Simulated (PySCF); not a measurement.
CH2B2Br2F2.
Bonds: F1–B2, B2–Br3, B2–C4, C4–B5, B5–F6, B5–Br7. Hydrogens: H8, H9 on C4.

Method: PBE0-D3(BJ)/def2-SVP geometry optimisation, gas phase in PySCF; density fitting, grid level 1; the optimiser is geomeTRIC in internal coordinates, started from a GFN2-xTB structure with every atom displaced at random (about 0.01 Å).

Step 5: E = -147907.3181 eV
```
atom  x, y, z in Å  |  force x, y, z in eV/Å
F1      0.7410    1.8121   -0.9842    0.004   0.008  -0.010
B2      1.0335    0.6410   -0.4557   -0.022   0.002   0.022
Br3     2.7657    0.4493    0.3385   -0.003   0.003   0.010
C4     -0.0231   -0.5101   -0.4582    0.012  -0.009  -0.032
B5     -0.9973   -0.3093    0.7453    0.002   0.003   0.056
F6     -0.6599   -0.7148    1.9527    0.008   0.003  -0.025
Br7    -2.6954    0.5571    0.5704   -0.010   0.012  -0.020
H8     -0.5813   -0.4602   -1.4050    0.003  -0.024   0.005
H9      0.4770   -1.4828   -0.3373    0.006   0.003  -0.005
```

Step 6: E = -147907.3186 eV
```
atom  x, y, z in Å  |  force x, y, z in eV/Å
F1      0.7363    1.8118   -0.9916    0.020  -0.016   0.001
B2      1.0290    0.6428   -0.4575    0.001   0.022   0.017
Br3     2.7570    0.4545    0.3494   -0.022   0.018  -0.002
C4     -0.0229   -0.5117   -0.4599    0.010  -0.055  -0.033
B5     -0.9939   -0.3115    0.7464   -0.029   0.016   0.043
F6     -0.6601   -0.7267    1.9514    0.010   0.006  -0.036
Br7    -2.6841    0.5740    0.5744    0.010  -0.002  -0.010
H8     -0.5816   -0.4679   -1.4069   -0.006  -0.004   0.016
H9      0.4806   -1.4830   -0.3392    0.006   0.016   0.003
```

Step 7: E = -147907.3190 eV
```
atom  x, y, z in Å  |  force x, y, z in eV/Å
F1      0.7319    1.8074   -1.0208    0.003  -0.070  -0.006
B2      1.0157    0.6461   -0.4644    0.055   0.066   0.011
Br3     2.7258    0.4825    0.3880   -0.033   0.012  -0.012
C4     -0.0242   -0.5184   -0.4662    0.015  -0.106  -0.028
B5     -0.9850   -0.3194    0.7489   -0.068   0.041   0.003
F6     -0.6621   -0.7693    1.9439    0.018   0.001  -0.025
Br7    -2.6449    0.6282    0.5935    0.023  -0.019   0.010
H8     -0.5866   -0.4900   -1.4116   -0.023   0.041   0.033
H9      0.4896   -1.4847   -0.3447    0.010   0.035   0.015
```

**Question.** Estimate the geometry and energy of step 8. (The exact step hangs on the optimiser's Hessian estimate; all steps are aligned on step 7, rigid shifts and turns removed.)

**Answer.** E = -147907.3202 eV, largest force 0.084 eV/Å
```
atom  x, y, z in Å  |  force x, y, z in eV/Å
F1      0.7314    1.7988   -1.0478    0.035  -0.060   0.003
B2      1.0113    0.6489   -0.4676    0.031   0.031  -0.010
Br3     2.7077    0.4956    0.4137   -0.031   0.033  -0.018
C4     -0.0242   -0.5198   -0.4685   -0.005  -0.082  -0.015
B5     -0.9825   -0.3222    0.7497   -0.032   0.020  -0.020
F6     -0.6617   -0.7952    1.9361   -0.002   0.008   0.008
Br7    -2.6275    0.6527    0.6090    0.024  -0.019   0.014
H8     -0.5893   -0.4939   -1.4121   -0.021   0.044   0.024
H9      0.4950   -1.4826   -0.3459    0.002   0.025   0.014
```

The energy changes by -0.0012 eV. The first-order estimate −F·Δx gives -0.0013 eV and the mean of the old and new forces, exact on a quadratic surface, -0.0010 eV. The step makes an angle of 84° with the force vector and moves no atom by more than 0.034 Å.

What follows is the cost of the whole optimisation. Hardware: an Arm Neoverse V2 with one thread, shared host with 32 logical CPUs at a one-minute load of 26. Cost: 3.5 min wall, 0.69 GiB resident at most.
